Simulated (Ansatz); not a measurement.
GaH4SbSe, SMILES `[GaH2][SbH][SeH]`. The species carries charge 0 and has multiplicity 1. Sb takes the def2 core potential.

Z-matrix (Å, degrees):
```
Ga
Sb 1 2.623
H 1 1.569 2 120.6
H 1 1.572 2 117.9 3 178.6
Se 2 2.566 1 92.6 3 21.4
H 2 1.718 1 87.2 3 117.8
H 5 1.469 2 93.0 1 -166.1
```

Question: What are the harmonic wavenumbers in cm⁻¹ at PBE0-D4/def2-TZVP (Ansatz, finite differences of forces, unscaled)? (Best estimate.)

Answer: Computed: 53, 111, 156, 209, 235, 359, 413, 578, 601, 669, 730, 1912, 1949, 1968, 2436.

Question: Is this a minimum?

Answer: Yes, all 15 modes are real.

Question: Give the ideal-gas thermochemistry at 298.15 K and 1 bar (rigid rotor, harmonic oscillator; point group C1, symmetry number 1).

Answer: Zero-point energy 74.0 kJ/mol; H(298) − E = 95.6 kJ/mol; entropy 379.3 J/(mol·K), of which translation 178.9, rotation 124.9, vibration 75.5; G(298) − E = -17.5 kJ/mol. Modes under 100 cm⁻¹ are hindered rotations or soft bends, so the harmonic entropy is rough.

Question: And at 400, 500, 600, 800 and 1000 K?

Answer: 
| T (K) | H − E (kJ/mol) | S (J/mol/K) | G − E (kJ/mol) |
| --- | --- | --- | --- |
| 400 | 106.4 | 410.5 | -57.7 |
| 500 | 117.9 | 435.9 | -100.1 |
| 600 | 129.9 | 457.9 | -144.8 |
| 800 | 155.5 | 494.6 | -240.2 |
| 1000 | 182.6 | 524.8 | -342.2 |
